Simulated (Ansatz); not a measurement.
Relaxation of ClF6Mo (8 atoms, charge 0, multiplicity 2), to a largest force component of 0.03 eV/Å in at most 50 steps.

Method: UKS PBE/def2-SVP in Ansatz 0.2.0.

```xyz
8
Properties=species:S:1:pos:R:3
Mo 0.005 -0.005 -0.054
F 0.035 -0.035 1.757
F 1.849 -0.002 -0.071
F 0.003 1.838 -0.026
F -1.838 -0.003 -0.026
F 0.002 -1.849 -0.071
F -0.013 0.013 -1.897
Cl -0.043 0.043 4.456
```

Problem. Where does it end, and by what steps?

Solution. It converged. The force dipped under the threshold on the way, but the program's further checks kept it going. After 12 steps the energy has fallen by 0.059 eV; Cl8 moved furthest, 1.07 Å.

```tsv
step	energy less start (eV)	largest force component (eV/Å)	accepted
0	0.0000	1.173	yes
1	-0.0224	0.366	yes
2	-0.0249	0.018	yes
3	-0.0252	0.031	yes
4	-0.0256	0.004	yes
5	-0.0265	0.104	yes
6	-0.0276	0.086	yes
7	-0.0339	0.098	yes
8	-0.0400	0.219	yes
9	-0.0450	0.328	yes
10	-0.0511	0.273	yes
11	-0.0581	0.122	yes
12	-0.0590	0.030	yes
```

```xyz
8
Properties=species:S:1:pos:R:3
Mo 0.095 -0.095 0.018
F 0.550 -0.550 1.758
F 1.884 -0.041 -0.420
F 0.154 1.688 0.468
F -1.688 -0.154 0.468
F 0.041 -1.884 -0.420
F -0.345 0.345 -1.715
Cl -0.692 0.692 3.913
```

Whether the end is a true minimum wasn't checked by a vibrational analysis.

The run took 2.6 min on 4 threads of Arm Neoverse V1, with other jobs on the host, peak memory 0.4 GiB.
